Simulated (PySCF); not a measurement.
# Two-component Hartree-Fock for V⁺ (vanadium, charge +1)

Start: [Ar] 3d3 4p1; 3d5/2 filled at m_j = +1/2, +3/2, +5/2; 4p3/2 filled at m_j = +3/2. Calculated with PySCF 2.14 in x2c-TZVPall-2c: generalised Hartree-Fock with the X2C-1e Hamiltonian and a Gaussian nucleus; one run each with spin-orbit coupling (SO) switched off, then screened by Boettger's factors. This is a chosen level, not necessarily the ground level.

```json
{"spinor shell": "1s1/2", "electrons": "2", "ε, spin-free (eV)": "-5529.1", "ε, screened SO (eV)": "-5529.1", "weight of nominal j (screened SO)": "1.000", "rms radius, screened SO (bohr)": "0.0768"}
{"spinor shell": "2s1/2", "electrons": "2", "ε, spin-free (eV)": "-666.00", "ε, screened SO (eV)": "-666.01", "weight of nominal j (screened SO)": "1.000", "rms radius, screened SO (bohr)": "0.332"}
{"spinor shell": "2p1/2", "electrons": "2", "ε, spin-free (eV)": "-554.61", "ε, screened SO (eV)": "-559.37", "weight of nominal j (screened SO)": "0.992", "rms radius, screened SO (bohr)": "0.301"}
{"spinor shell": "2p3/2", "electrons": "4", "ε, spin-free (eV)": "-554.61", "ε, screened SO (eV)": "-552.31", "weight of nominal j (screened SO)": "0.996", "rms radius, screened SO (bohr)": "0.304"}
{"spinor shell": "3s1/2", "electrons": "2", "ε, spin-free (eV)": "-96.362", "ε, screened SO (eV)": "-96.381", "weight of nominal j (screened SO)": "1.000", "rms radius, screened SO (bohr)": "1.02"}
{"spinor shell": "3p3/2", "electrons": "4", "ε, spin-free (eV)": "-63.871", "ε, screened SO (eV)": "-64.460", "weight of nominal j (screened SO)": "0.836", "rms radius, screened SO (bohr)": "1.11"}
{"spinor shell": "3p1/2", "electrons": "2", "ε, spin-free (eV)": "-63.871", "ε, screened SO (eV)": "-62.760", "weight of nominal j (screened SO)": "0.672", "rms radius, screened SO (bohr)": "1.10"}
{"spinor shell": "3d5/2", "electrons": "3", "ε, spin-free (eV)": "-22.499", "ε, screened SO (eV)": "-22.500", "weight of nominal j (screened SO)": "0.792", "rms radius, screened SO (bohr)": "1.48"}
{"spinor shell": "4p3/2", "electrons": "1", "ε, spin-free (eV)": "-9.944", "ε, screened SO (eV)": "-9.927", "weight of nominal j (screened SO)": "1.000", "rms radius, screened SO (bohr)": "4.01"}
```

| quantity | spin-free | screened SO |
| --- | --- | --- |
| E (hartree) | -947.77501 | -947.78187 |
| M_J | 6 | 6 |
| ⟨J²⟩ | 42.005 | 42.005 |
| ⟨L²⟩ | 20.004 | 20.008 |
| ⟨S²⟩ | 6.000 | 6.000 |

Each row is a mean over spinors that exchange with the open shell spreads, by up to 10.156 eV (3p3/2).

Rows whose weight is well below 1 are mixtures of j = l ± 1/2: exchange outweighs spin-orbit coupling there, and the label is only the starting occupation.

Without spin-orbit coupling the j labels of p, d and f shells carry no meaning; the spin-free column gives the mean over the occupied spinors of each nl shell.
